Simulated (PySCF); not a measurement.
PySCF job for Al(F)(Br)(OH) (AlBrFHO), SMILES [F][Al]([Br])[OH], KT2/pcSseg-1. The structure is a stationary point at r2SCAN-D4/def2-SVP. Other conformers were not sampled.

```python
import numpy as np
from pyscf import gto, scf, dft
from pyscf.prop.nmr import rks as nmr

mol = gto.M(
    atom='''
    Al   -0.02824094    0.94225059    0.00000000
    F    -1.49374541    1.71736597    0.00000000
    Br    0.02709498   -1.28282172    0.00000000
    O     1.41894469    1.80407335    0.00000000
    H     1.51095903    2.76062221    0.00000000
    ''',
    basis='pcSseg-1',
    charge=0,
    spin=0,
    max_memory=1600,
    verbose=3,
)
mf = dft.RKS(mol, xc='kt2')
mf.grids.level = 3
mf.conv_tol = 1e-10
mf.max_cycle = 100
mf.kernel()
n = nmr.NMR(mf)
n.verbose = 2
n.max_cycle_cphf = 60
sigma = n.kernel()
print('atom   isotropic/ppm   span/ppm')
for i, s in enumerate(sigma):
    w = np.linalg.eigvalsh((s + s.T) / 2)
    print(f'{mol.atom_symbol(i):2s}{i + 1:3d} {w.mean():14.3f} {w[2] - w[0]:11.3f}')
```

Program output:

```
converged SCF energy = -3006.4976465593
atom   isotropic/ppm   span/ppm
Al  1        456.833     140.620
F   2        311.751     192.518
Br  3       2833.341     368.152
O   4        295.404      95.357
H   5         29.202      22.564
```

The run converged.

Cost: around 12 core-seconds (rough).
